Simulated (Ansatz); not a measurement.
# Scan of the C1–Sn2–O3–H7 dihedral angle

CH4OSn (SMILES [CH3][Sn][OH]), closed shell, at its PBE0-D4/def2-TZVP minimum:

```xyz
7
angstrom
C -0.7731 0.4864 -0.2267
Sn 1.3104 0.3534 -0.9038
O 1.8212 -1.0576 0.3957
H -1.2597 -0.4877 -0.3423
H -1.3489 1.2296 -0.7817
H -0.7987 0.7489 0.8360
H 1.1102 -1.3411 0.9771
```

The dihedral angle C1–Sn2–O3–H7 (0.0° at the minimum) is set to the values below, the two halves turning rigidly about the central bond. Each method's energies count from its own value at the PBE0-D4 minimum structure. Ansatz 0.2.0; basis: def2-TZVPP; cores frozen in the correlated methods. Filled d shells of the heavier atoms are correlated. Core potentials replace the inner electrons of the atoms past krypton. The def2 sets are not built for correlating such inner shells, so the correlated values are less sure here. B3LYP uses VWN-RPA correlation.

CCSD(T) energies along the scan:
```tsv
dihedral angle (°)	CCSD(T) (kJ/mol)
-167.6	1.23
-131.6	15.25
-95.6	28.07
-59.6	20.19
-23.6	4.06
12.4	1.16
48.4	14.83
84.4	27.93
120.4	20.63
156.4	4.21
```
They count from the CCSD(T) energy at the PBE0-D4 minimum.

Largest difference from the CCSD(T) curve over the scan: r2SCAN-D4 1.81; B3LYP-D4 0.25; wB97M-V 0.75; HF 5.85 kJ/mol. Each curve counts from its own value at the minimum.

The T1 diagnostic stays at or below 0.017. The restricted Hartree–Fock reference is unstable towards an unrestricted one here.

For scale, one of the runs: CCSD(T)/def2-TZVPP, 168 basis functions (an equivalent command: `ansatz run in.yaml --threads 4`). Hardware: 4 CPU threads, shared host. Wall time 32 s; peak host memory 1.6 GiB.
